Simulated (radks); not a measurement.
Results of a calculation; reference values are marked as such.
Effect of the nuclear size on neutral phosphorus, [Ne] 3s2 3p3. Level of theory: Dirac Kohn-Sham, relativistic LDA (MacDonald-Vosko exchange, VWN5 correlation), spin-unpolarised, spherical densities, finite nucleus; open shells fill j = l - 1/2 first; Fermi nuclear charge, rms radius 3.1889 fm (a radial shooting solver on a logarithmic mesh with Libxc functionals). The rms radius is varied about that value; shifts are against it.

[
 {"rms radius (fm)": "2.8445", "total energy shift (eV)": "-0.00149", "density at nucleus (e/bohr^3)": "2366", "1s1/2 shift (meV)": "-0.625"},
 {"rms radius (fm)": "2.8732", "total energy shift (eV)": "-0.00138", "density at nucleus (e/bohr^3)": "2366", "1s1/2 shift (meV)": "-0.575"},
 {"rms radius (fm)": "3.1889", "total energy shift (eV)": "0", "density at nucleus (e/bohr^3)": "2362", "1s1/2 shift (meV)": "0.000"},
 {"rms radius (fm)": "3.4153", "total energy shift (eV)": "0.00107", "density at nucleus (e/bohr^3)": "2359", "1s1/2 shift (meV)": "0.449"},
 {"rms radius (fm)": "3.5397", "total energy shift (eV)": "0.00170", "density at nucleus (e/bohr^3)": "2358", "1s1/2 shift (meV)": "0.709"}
]

Slopes of the eigenvalues against <r^2> in GHz/fm^2, as finite differences over the two radii next to the reference (eigenvalue slopes, not the field-shift constants of lines): 1s1/2 72.7.
